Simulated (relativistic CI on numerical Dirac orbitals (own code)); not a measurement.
**Hyperfine structure of Tb, mass number 159**

Calculated at this level of theory: Dirac-Coulomb-Breit CI, separate exchange-only KLI orbitals for each configuration, model QED (radiative potential, 1s self-energy scaled to tabulated hydrogen-like ionisation energies), valence Slater integrals scaled by 0.85, P86 correlation energy added to each configuration (own radial code, finite nucleus).

Configurations in the expansion (outside the closed core [Xe]): 4f⁹6s², 4f⁹6s7s, 4f⁸6s²8s, 4f⁷6s²7s², 4f⁸6s7s², 4f¹⁰6s, 4f¹¹. The list is cut by size and lacks configurations that can hold low levels.

Nuclear spin I = 3/2, μ = 2.009 μN, Q = 1.432 b (tables of Stone and Pyykkö). The electronic factors are computed for point nuclear moments, without core polarisation; leaving it out makes A of s and p electrons in near-neutral atoms 20 to 40 % too small, and it can dominate for d and f shells.

```tsv
Level	E (eV)	A (MHz)	B (MHz)
4f⁹6s² ⁶H°15/2	0.0000	727.6	1820
4f⁹6s² ⁶H°13/2	0.3568	739.3	1470
4f⁹6s² ⁶H°11/2	0.6009	786.8	1210
4f⁹6s² ⁶H°9/2	0.7897	887.7	980
4f⁹6s² ⁶F°11/2	0.9333	539.5	-644
4f⁹6s² ⁶H°7/2	0.9359	1104	928
4f⁹6s² ⁶H°5/2	1.0445	1599	1100
4f⁹6s² ⁶F°9/2	1.0547	637.7	-272
```

Levels with J = 0, under 50 % of one LS term, or S terms without an open s electron are left out. Small factors come from cancelling terms and can be off by tens of per cent or more.

Correlation outside the listed configurations is missing or only estimated: errors of thousands of cm⁻¹ between configurations and terms are usual at this charge. Rates and lifetimes follow the computed energies and can be off by large factors. The fine structure of a lone outer electron comes out too small, for d and f at times inverted, and misplaced configurations move strength between like terms. 3 of the 39 excited levels that our extract of the measured tables holds in this range could be paired (the sources list more); they are missed by 159 cm⁻¹ on average and 195 at most, and levels without a partner can miss by more. Some levels of the ground configuration have no partner and can miss by 10 % or more.

(1) Give the hyperfine levels of 4f⁹6s² ⁶H°15/2 relative to its centre of gravity.

## Answers

(1) With K = F(F + 1) − I(I + 1) − J(J + 1), E = AK/2 + B[¾K(K + 1) − I(I + 1)J(J + 1)]/[2I(2I − 1)J(2J − 1)]: F = 6: -8616, F = 7: -4612, F = 8: 1001, F = 9: 8640 MHz.

LS names give the leading component of a level, which can be under half, so a name can repeat, a term be missing and a line seem to break the LS rules.
